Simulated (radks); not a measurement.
Results of a calculation; reference values are marked as such.
Problem. These are the eigenvalues of the occupied orbitals of an atom or ion with whole-number occupations (eV). Code: a radial shooting solver on a logarithmic mesh with Libxc functionals. Model: non-relativistic Kohn-Sham, PBE, spin-polarised, spherical densities, point nucleus.

1s up: -16021.23
1s down: -16019.75
2s up: -3149.918
2s down: -3147.796
2p up: -2986.177
2p down: -2984.347
3s up: -1253.558

Which element is it, and in what charge state? The configuration may be excited. Open shells, if any, are filled with parallel spins first.

Solution. Z = 37, rubidium, charge +26: Rb26+ in [Ne] 3s1. The list shows which subshells hold electrons but not how many an open one holds; the 1s level, -588.77 hartree, gives Z - s = 34.3 by -(Z - s)^2/2, which with screening narrows Z to a few neighbours, and the depths of the outer levels then fix element, charge and occupations together.
